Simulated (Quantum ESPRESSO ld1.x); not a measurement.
Results of a calculation; reference values are marked as such.
Question: All-electron atom: C3+ in [He] 2s1 (the NIST ground configuration). Level of theory: scalar-relativistic Kohn-Sham, LDA (Slater exchange, Perdew-Zunger correlation), spin-polarised, spherical densities, point nucleus; open shells are filled with parallel spins first (ld1.x of Quantum ESPRESSO 7.5). Some entries of the table are withheld. Estimate them.

orbital,occ.,eigenvalue (Ry),<1/r> (bohr^-1)
1s up,1,-24.2139,5.631
1s down,1,-24.1346,5.631
2s up,1,-4.20995,(1)
2s down,0,-3.82215,(2)
2p up,0,-3.63219,1.067
2p down,0,-3.27299,1.063
3s up,0,-1.48809,0.4647
3s down,0,-1.41160,0.4442
3d up,0,-1.27378,0.4338
3d down,0,-1.14777,0.3870

Answer: 
(1) 2s up <1/r> (bohr^-1): 1.142
(2) 2s down <1/r> (bohr^-1): 1.122
